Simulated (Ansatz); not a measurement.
Consider the formal exchange of groups at a C–Si bond: `C=C(O)[SiH3]` + ethylene → `C=CC(=C)O` + SiH₄.

Gas-phase electronic energies from Ansatz, PBE0-D4/def2-TZVP geometries. CCSD(T)/CBS is the MP2 limit (def2-TZVPP, def2-QZVPP) plus CCSD(T) − MP2 in def2-TZVPP, frozen cores. This one scheme is used for every species. Functionals use def2-TZVPP. B3LYP here is the variant with VWN-RPA as its local correlation; programs differ in this. Each species was taken in one conformer, which may not be the lowest.

`C=C(O)[SiH3]`:

```xyz
10

C    -1.326    0.546    0.739
C    -0.342    0.435   -0.151
O    -0.299    1.306   -1.206
Si    0.976   -0.887    0.019
H    -2.090    1.311    0.645
H    -1.380   -0.130    1.581
H     0.455    1.118   -1.769
H     0.978   -1.753   -1.193
H     0.709   -1.695    1.231
H     2.319   -0.250    0.104
```

`C=C`:

Cartesian coordinates in Å:
```
C 0.616 0.058 0.233
C -0.616 -0.058 -0.233
H 1.322 -0.765 0.186
H 0.971 0.979 0.683
H -1.322 0.765 -0.186
H -0.971 -0.979 -0.682
```

`C=CC(=C)O`:

Z-matrix (Å, degrees):
```
C
C 1 1.330
H 1 1.083 2 121.2
H 1 1.083 2 121.0 3 -180.0
C 2 1.456 1 124.4 3 -0.0
H 2 1.085 1 120.6 3 180.0
O 5 1.356 2 113.7 1 0.0
C 5 1.337 2 122.5 1 -180.0
H 7 0.961 5 108.9 2 -180.0
H 8 1.084 5 122.1 2 180.0
H 8 1.080 5 120.1 2 0.0
```

SiH₄:

Cartesian coordinates in Å:
```
Si 0.000 0.000 0.000
H 0.402 1.423 0.128
H 1.025 -0.735 -0.783
H -1.309 -0.084 -0.696
H -0.118 -0.605 1.351
```

| level | ΔE (kcal/mol) | difference from CCSD(T)/CBS |
| --- | --- | --- |
| r2SCAN-D4 | -5.2 | -2.0 |
| PBE0-D4 | -4.8 | -1.6 |
| B3LYP-D4 | -4.3 | -1.1 |
| ωB97X-V | -3.7 | -0.5 |
| ωB97M-V | -3.2 | 0.0 |
| B2PLYP | -4.2 | -1.0 |
| r2SCAN | -5.1 | -1.9 |
| PBE0 | -4.7 | -1.5 |
| B3LYP | -4.1 | -0.9 |
| MP2/def2-TZVPP | -4.7 | -1.5 |
| CCSD/def2-TZVPP | -3.8 | -0.6 |
| CCSD(T)/def2-TZVPP | -4.0 | -0.8 |
| MP2/def2-QZVPP | -4.2 | -1.0 |
| SCS-MP2/def2-QZVPP | -3.7 | -0.5 |
| HF/CBS(def2) | -4.2 | -1.0 |
| MP2/CBS(def2) | -3.9 | -0.7 |
| CCSD(T)/CBS | -3.2 | 0 |

Largest T1 diagnostic among the species: 0.013.
